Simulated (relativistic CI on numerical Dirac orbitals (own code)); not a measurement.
**Slater and spin-orbit integrals, I51+**

Method of calculation: Dirac-Coulomb-Breit CI, separate exchange-only KLI orbitals for each configuration, QED by a radiative potential, unscaled Slater integrals (own radial code, finite nucleus).

Slater integrals F^k, G^k are unscaled and averaged over j, outside the closed core (none); ζ comes from projecting the Hamiltonian with its Breit term on Σ l·s of the shell.

- 1s.2s: G^0(1s,2s) = 290500 cm⁻¹; <r>(1s) = 0.02688, <r^2>(1s) = 0.0009772, <r>(2s) = 0.1082, <r^2>(2s) = 0.01378 (bohr units).
- 1s.2p: G^1(1s,2p) = 566080, ζ(2p) = 1.9789e+06 cm⁻¹; <r>(1s) = 0.02688, <r^2>(1s) = 0.0009773, <r>(2p) = 0.0928, <r^2>(2p) = 0.01041 (bohr units).
- 1s.3s: G^0(1s,3s) = 75872 cm⁻¹; <r>(1s) = 0.02686, <r^2>(1s) = 0.0009754, <r>(3s) = 0.2475, <r^2>(3s) = 0.06987 (bohr units).

Averages of the first 10 configurations, taken without configuration mixing, which lowers the lowest level and can move excited configurations by several eV; other configurations of the list can lie among them:

```json
{"Configuration": "1s2", "Parity": "even", "States": "1", "Average energy above the lowest level (eV)": "0.1"}
{"Configuration": "1s.2s", "Parity": "even", "States": "4", "Average energy above the lowest level (eV)": "28989.7"}
{"Configuration": "1s.2p", "Parity": "odd", "States": "12", "Average energy above the lowest level (eV)": "29292.1"}
{"Configuration": "1s.3s", "Parity": "even", "States": "4", "Average energy above the lowest level (eV)": "34446.1"}
{"Configuration": "1s.3p", "Parity": "odd", "States": "12", "Average energy above the lowest level (eV)": "34534.8"}
{"Configuration": "1s.3d", "Parity": "even", "States": "20", "Average energy above the lowest level (eV)": "34596.6"}
{"Configuration": "1s.4s", "Parity": "even", "States": "4", "Average energy above the lowest level (eV)": "36334.0"}
{"Configuration": "1s.4p", "Parity": "odd", "States": "12", "Average energy above the lowest level (eV)": "36371.1"}
{"Configuration": "1s.4d", "Parity": "even", "States": "20", "Average energy above the lowest level (eV)": "36397.1"}
{"Configuration": "1s.4f", "Parity": "odd", "States": "28", "Average energy above the lowest level (eV)": "36406.9"}
```
